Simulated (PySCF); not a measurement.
# Telling isomers of C$_{7}$H$_{3}$N$_{3}$ apart by NMR

Computational details: GFN2-xTB structure, shielding tensors at PBE0/pcSseg-1 (GIAO), in PySCF (no solvent model, single conformer, rapidly exchanging positions averaged, no relativistic terms).

References, each an isolated molecule treated in the same way: ¹H, ¹³C vs TMS. Where no couplings were computed, multiplicities follow the n + 1 count of equivalent neighbours, and m marks all less simple cases (inequivalent or close neighbours, rings, F or P nearby). Shifts are as computed. Against solution values, carbons near 30 ppm lie about +3 ppm off and those near 130 ppm about +5 ppm. Of 1211 compounds with measured shifts, 218 miss one by over three times the rms of a fit or turn the order of signals round; such compounds aren't used in these exercises.

(1) Tabulate the signals of `C#Cc1cncc(C#N)n1`, `C#Cc1cnncc1C#N`, `C#Cc1cc(C#N)cnn1` and their relative energies.

(2) What is the quickest way to tell C#Cc1cnncc1C#N from C#Cc1cc(C#N)cnn1?

(3) What is the quickest way to tell C#Cc1cncc(C#N)n1 from C#Cc1cc(C#N)cnn1?

(4) What is the quickest way to tell C#Cc1cncc(C#N)n1 from C#Cc1cnncc1C#N?

## Answers

(1) 
| SMILES | carbon types | δC | δH | E rel. (kcal/mol) |
| --- | --- | --- | --- | --- |
| C#Cc1cncc(C#N)n1 | 4×C 3×CH | 156.6, 155.0, 143.7, 135.6, 120.9, 94.7, 84.2 | 9.09 (s, 1H), 9.08 (s, 1H), 3.18 (s, 1H) | 0.0 |
| C#Cc1cnncc1C#N | 4×C 3×CH | 156.8, 154.9, 127.2, 120.2, 118.0, 106.2, 81.5 | 9.78 (s, 1H), 9.66 (s, 1H), 3.74 (s, 1H) | 17.8 |
| C#Cc1cc(C#N)cnn1 | 4×C 3×CH | 151.8, 151.0, 138.3, 121.1, 115.1, 96.0, 85.2 | 9.54 (s, 1H), 7.75 (s, 1H), 3.36 (s, 1H) | 19.1 |

Energies are electronic energies at PBE0/pcSseg-1 on these geometries, without zero-point or thermal terms, each for the one conformer computed, which needn't be the lowest.

(2) Both give the same number of carbon signals, with the same numbers of each carbon type, so the positions decide. The first has a terminal alkyne carbon (CH) at 106.2 ppm, the second a substituted aromatic carbon next to a ring nitrogen (C) at 151.0 ppm. Their most deshielded carbons lie at 156.8 and 151.8 ppm.

(3) Both give the same number of carbon signals, with the same numbers of each carbon type, so the positions decide. The first has a substituted aromatic carbon next to a ring nitrogen (C) at 135.6 ppm, the second an aromatic CH at 138.3 ppm. Their most deshielded carbons lie at 156.6 and 151.8 ppm. In the proton spectra the most deshielded non-exchanging signals are 9.09 (s, 1H) and 9.54 (s, 1H).

(4) Both give the same number of carbon signals, with the same numbers of each carbon type, so the positions decide. The first has a substituted aromatic carbon next to a ring nitrogen (C) at 143.7 ppm, the second a terminal alkyne carbon (CH) at 106.2 ppm. Their most deshielded carbons lie at 156.6 and 156.8 ppm. In the proton spectra the most deshielded non-exchanging signals are 9.09 (s, 1H) and 9.78 (s, 1H).
